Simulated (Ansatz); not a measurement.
Reaction (redistribution): `C[Si](C)(C)[O][In]([Cl])[Cl]` + `C[N](C)[Ga]([Cl])[Cl]` → `C[N](C)[In]([Cl])[Cl]` + `C[Si](C)(C)[O][Ga]([Cl])[Cl]`

Gas-phase electronic energies from Ansatz, PBE0-D4/def2-TZVP geometries. CBS: MP2 limit from def2 TZ/QZ plus the TZ coupled-cluster correction, frozen cores. DFT in def2-TZVPP. def2 core potentials past Kr. For Ga, In outer-core shells are correlated without core-valence functions, which leaves a few kJ/mol of doubt a bond. Scalar relativity is left out up to krypton. Each species was taken in one conformer, which may not be the lowest.

```csv
species,r2SCAN0 energy (Eh)
`C[Si](C)(C)[O][In]([Cl])[Cl]`,-1595.13571
`C[N](C)[Ga]([Cl])[Cl]`,-2979.83997
`C[N](C)[In]([Cl])[Cl]`,-1245.16551
`C[Si](C)(C)[O][Ga]([Cl])[Cl]`,-3329.80904
```

(1) Work out ΔE.

Largest T1 diagnostic among the species: 0.014.

Answers

(1) ΔE = (-1245.16551) + (-3329.80904) − (-1595.13571) − (-2979.83997) = 0.00113 Eh = +0.03 eV. CCSD(T)/CBS gives +0.08 eV.

At CCSD(T), def2-SVP lies −0.04 eV from the extrapolated value and def2-TZVPP −0.05 eV. Leaving LDA and LC-ωPBE aside and taking each functional with its dispersion term where it has one, the values, not all of them listed here, spread over 0.04 eV, from BHLYP-D4 to revPBE-D4.
